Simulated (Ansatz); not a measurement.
Ansatz (an electronic-structure program) input (CCSD(T)/cc-pVDZ):

Ansatz 0.2 input:
```yaml
crystal:
  periodic: [false, false, false]
  atoms:
    - {symbol: C, position_ang: [2.55448878, -0.01141632, -0.31562623]}
    - {symbol: C, position_ang: [1.23353703, -0.69259462, -0.15054844]}
    - {symbol: C, position_ang: [0.00667760, -0.06280030, -0.00093689]}
    - {symbol: C, position_ang: [-0.08990558, 1.44507440, 0.00386945]}
    - {symbol: C, position_ang: [-1.15639338, -0.80904162, 0.15274863]}
    - {symbol: C, position_ang: [-2.52316765, -0.23014316, 0.31236804]}
    - {symbol: H, position_ang: [3.36215627, -0.74058442, -0.37357172]}
    - {symbol: H, position_ang: [2.59820211, 0.59530906, -1.22736525]}
    - {symbol: H, position_ang: [2.78143295, 0.66296275, 0.51705396]}
    - {symbol: H, position_ang: [1.23342194, -1.77710172, -0.14606656]}
    - {symbol: H, position_ang: [-0.83501665, 1.79272906, -0.71473982]}
    - {symbol: H, position_ang: [0.85773547, 1.91789805, -0.24322096]}
    - {symbol: H, position_ang: [-0.39936125, 1.81398704, 0.98542911]}
    - {symbol: H, position_ang: [-1.06545235, -1.88933605, 0.13807560]}
    - {symbol: H, position_ang: [-2.88960569, 0.22265672, -0.61833209]}
    - {symbol: H, position_ang: [-2.55111780, 0.56110726, 1.06806924]}
    - {symbol: H, position_ang: [-3.24381596, -0.99409801, 0.60342097]}
basis:
  gaussian:
    orbitals: cc-pVDZ
magnetization: {spin_polarized: true, initial_magnetization: 1}
correlation: {method: ccsd_t, electrons: outside_noble_gas}
```

Output:

```
Functional definition: HF
integrals: 0.51 GiB planned
1260 factors; integrals over basis functions are off by at most 1.1e-3 eV
0.60 GiB of device memory are held for the factors and their scratch space
mean field: 0.93 GiB planned
mean field evaluation 1: about -6351.7885 eV, gradient 2.4e1 eV
mean field evaluation 2: about -6352.0550 eV, gradient 2.4e1 eV
mean field evaluation 4: about -6356.1404 eV, gradient 3.4e0 eV
mean field evaluation 8: about -6356.3872 eV, gradient 3.8e-1 eV
mean field evaluation 16: about -6351.7871 eV, gradient 2.4e1 eV
mean field -6356.39084505 eV, -233.5930550391 hartree, gradient 2.3e-6 eV, S^2 0.959611; 0 other end points of the search recorded, 0 dependent functions left out
6 core orbitals not correlated
reference -6356.39084505 eV, -233.5930550391 hartree; 18, 17 occupied and 115, 116 virtual orbitals, 1260 factors
second order -21.84238811 eV of doubles, -0.00000000 eV of singles
coupled cluster: 5.54 GiB planned
cycle   1  -23.32192290 eV  change    -1.5e0 eV  update   1.1e-1
cycle   2  -24.03899850 eV  change   -7.2e-1 eV  update   4.3e-2
cycle   3  -24.20489940 eV  change   -1.7e-1 eV  update   2.7e-2
cycle   4  -24.22227181 eV  change   -1.7e-2 eV  update   1.4e-2
cycle   5  -24.22283986 eV  change   -5.7e-4 eV  update   4.5e-3
cycle   6  -24.22380636 eV  change   -9.7e-4 eV  update   1.5e-3
cycle   7  -24.22396788 eV  change   -1.6e-4 eV  update   4.2e-4
cycle   8  -24.22403898 eV  change   -7.1e-5 eV  update   1.6e-4
cycle   9  -24.22404404 eV  change   -5.1e-6 eV  update   5.1e-5
cycle  10  -24.22404497 eV  change   -9.3e-7 eV  update   2.1e-5
coupled cluster: 5.54 GiB planned
perturbative correction -0.78689519 eV, -0.0289178648 hartree
Total energy: -6381.40178520 eV, -234.5121901368 hartree
```

It need not be the lowest isomer of its formula.

The determinant is spin-contaminated: <S^2> is 0.96 against 0.75 for a pure state.
